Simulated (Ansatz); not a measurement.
Ideal-gas functions of H4O2Sn (`[OH][SnH2][OH]`) at 298.15 K and 1 bar, from an Ansatz frequency run at PBE0-D4/def2-TZVP.

Molar mass 154.74 g/mol, point group C2 (symmetry number 2), electronic degeneracy 1, moments of inertia 46.429, 90.807, 126.408 u Å². Harmonic wavenumbers (cm⁻¹, unscaled): 164, 175, 262, 432, 516, 613, 626, 652, 676, 849, 859, 1973, 1984, 3894, 3895.

Use S(trans) = R[1.5 ln M + 2.5 ln T − 1.1517]; rotational temperatures θ = 24.2544 K / I; S(rot) = R[ln(√π/σ · √(T³/θAθBθC)) + 1.5]; for each mode x = 1.438777 ν̃/T, S = R[x/(eˣ − 1) − ln(1 − e⁻ˣ)] and H = RT x/(eˣ − 1); 1 cm⁻¹ = 0.0119627 kJ/mol; R = 8.31446 J/(mol·K).

**Question.** By hand: the entropy, in J/(mol·K).

**Answer.** Translation 171.7. Rotation: θ = 0.5224, 0.2671, 0.1919 K, giving 97.6. Vibration, mode by mode: 10.47, 9.96, 6.90, 3.57, 2.59, 1.79, 1.70, 1.54, 1.41, 0.72, 0.69, 0.01, 0.01, 0.00, 0.00, in all 41.3. Electronic 0.0. Sum 310.6 J/(mol·K).

**Question.** By hand: H − E and G − E in kJ/mol, counted from the electronic energy.

**Answer.** Zero-point energy ½ × 17570 × 0.0119627 = 105.1; thermal vibration 7.5; translation, rotation and pV give 4 RT = 9.9. H − E = 122.5 kJ/mol, and G − E = 122.5 − 298.15 × 310.6/1000 = 29.9 kJ/mol.

Vibration gives 13 % of the entropy. The sum counts one conformer and one mirror image; others add a mixing term.
